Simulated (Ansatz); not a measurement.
Input file for Ansatz (a program for electronic structure): U-CCSD(T)/def2-TZVPP on H4SeSi (SMILES [SiH3][SeH]), a point of a bond scan (R = 4.711 Å). The run froze 19 orbitals, filled d shells among them.

Ansatz 0.2 input:
```yaml
crystal:
  periodic: [false, false, false]
  atoms:
    - {symbol: Si, position_ang: [-1.41089708, -0.55973432, 0.05076610]}
    - {symbol: Se, position_ang: [0.70615001, 0.32303231, -0.02768899]}
    - {symbol: H, position_ang: [-1.63370995, -1.31771293, 1.30126411]}
    - {symbol: H, position_ang: [-2.30799106, 0.61377758, 0.00171144]}
    - {symbol: H, position_ang: [-1.66952665, -1.44568471, -1.10514268]}
    - {symbol: H, position_ang: [2.78146675, -3.90170497, 0.16609210]}
basis:
  gaussian:
    orbitals: def2-TZVPP
correlation: {method: ccsd_t, electrons: outside_noble_gas}
scf: {omitted_lower_state_checks: [cluster_reference]}
magnetization: {spin_polarized: true, initial_magnetization: 0}
```

The log:

```
WARN ansatz: RAYON_NUM_THREADS=1 ignored (pool sized by the plan → 1); use --threads N
Functional definition: HF
these checks for a lower state are left out or cut short: cluster_reference
integrals: 0.52 GiB planned
860 factors; integrals over basis functions are off by at most 8.0e-4 eV
mean field: 0.57 GiB planned
mean field evaluation 1: about -73216.4467 eV, gradient 1.3e1 eV
mean field evaluation 2: about -73216.4509 eV, gradient 1.3e1 eV
mean field evaluation 4: about -73215.0344 eV, gradient 1.9e1 eV
mean field evaluation 8: about -73217.2605 eV, gradient 1.2e1 eV
mean field evaluation 16: about -73226.6841 eV, gradient 6.4e0 eV
mean field evaluation 32: about -73225.9392 eV, gradient 8.9e0 eV
mean field evaluation 64: about -73226.9938 eV, gradient 1.1e-6 eV
mean field evaluation 96: about -73227.0349 eV, gradient 9.1e-2 eV
mean field evaluation 128: about -73226.9938 eV, gradient 6.7e-4 eV
mean field evaluation 160: about -73223.7470 eV, gradient 8.0e0 eV
mean field evaluation 192: about -73217.4719 eV, gradient 1.1e1 eV
mean field -73227.03545313 eV, -2691.0439178353 hartree, gradient 2.2e-6 eV, S^2 1.010575; 13 other end points of the search recorded, 0 dependent functions left out
19 core orbitals not correlated
reference -73227.03545313 eV, -2691.0439178353 hartree; 7, 7 occupied and 120, 120 virtual orbitals, 860 factors
second order -6.87837559 eV of doubles, -0.00000000 eV of singles
coupled cluster: 1.00 GiB planned
cycle   1  -7.67346760 eV  change   -8.0e-1 eV  update   6.9e-2
cycle   2  -7.95176244 eV  change   -2.8e-1 eV  update   2.3e-2
cycle   3  -7.97854163 eV  change   -2.7e-2 eV  update   8.3e-3
cycle   4  -7.97628438 eV  change    2.3e-3 eV  update   3.3e-3
cycle   5  -7.97547723 eV  change    8.1e-4 eV  update   1.4e-3
cycle   6  -7.97553507 eV  change   -5.8e-5 eV  update   5.5e-4
cycle   7  -7.97569576 eV  change   -1.6e-4 eV  update   2.0e-4
cycle   8  -7.97574099 eV  change   -4.5e-5 eV  update   7.1e-5
cycle   9  -7.97572607 eV  change    1.5e-5 eV  update   3.6e-5
cycle  10  -7.97572590 eV  change    1.7e-7 eV  update   2.6e-5
cycle  11  -7.97573406 eV  change   -8.2e-6 eV  update   1.9e-5
cycle  12  -7.97573188 eV  change    2.2e-6 eV  update   1.3e-5
coupled cluster: 1.00 GiB planned
perturbative correction -0.28224903 eV, -0.0103724604 hartree
Total energy: -73235.29343404 eV, -2691.3473930363 hartree
Checks for a lower state left out: cluster_reference
```

Self-consistency was reached. Its determinant has ⟨S²⟩ = 1.01, a mixture of spin states.

Cost: roughly 60 core-seconds.
